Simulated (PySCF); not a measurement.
## Computed properties of C₃H₇NSi, SMILES C#CCN[SiH3]

C3H7NSi, SMILES N(CC#C)[SiH3]. The structure is a stationary point at PBE0-D3(BJ)/def2-SVP. The values are those of a single conformer. All values are computed for the isolated molecule unless a solvent is named; none is compared with measurement here.

**Structure.** All 30 harmonic modes at PBE0-D3(BJ)/def2-SVP (PySCF) are real, so it is a minimum. With heavy atoms numbered as in [CH:1]#[C:2][CH2:3][NH:4][SiH3:5], the shortest bond between them is C1–C2 at 1.211 Å and the longest N4–Si5 at 1.740 Å.

**Vibrations.** The strongest infrared lines (harmonic, unscaled, degenerate partners summed) lie at 968 cm⁻¹ (158 km/mol, H 92 %), 980 cm⁻¹ (150 km/mol, H 93 %), 2194 cm⁻¹ (139 km/mol, H 96 %). The softest mode is at 56 cm⁻¹ and the zero-point energy is 56.0 kcal/mol.

**Electronic structure.** PBE0/def2-TZVP (PySCF) places the frontier levels at -7.16 and 0.20 eV, a gap of 7.36 eV, and gives a dipole moment of 0.81 D and a mean polarisability of 66.9 bohr³. PBE/def2-TZVP (PySCF) at the same geometry gives -5.80 and -0.69 eV, so its gap is 2.25 eV narrower. An orbital gap is neither the optical nor the fundamental gap.

**Excitations.** TDA-CAM-B3LYP/def2-SVPD (PySCF) has S1 at 6.16 eV (201 nm, f = 0.010, weak); the most intense of the 10 singlets computed lies at 7.72 eV (f = 0.07). T1 (TDA) is at 5.29 eV, 0.87 eV under S1. TDA-PBE/def2-SVPD (PySCF) puts S1 at 5.25 eV. No vertical singlet excitation falls in the visible range (under 3.1 eV).

**NMR.** GIAO shifts at PBE0/pcSseg-1 (PySCF) (non-relativistic, atoms alike by connectivity averaged): ¹³C from 38.5 to 88.4 ppm against TMS; ¹H from 0.1 to 4.9 ppm against TMS; ²⁹Si at -49.2 ppm against TMS.

**Solvation.** SMD-PBE0/6-31G* (PySCF) gives -1.6 kcal/mol in water, -5.1 kcal/mol in acetone, -4.1 kcal/mol in tetrahydrofuran (1 M in both phases, gas-phase geometry); of these solvents acetone holds the molecule best.
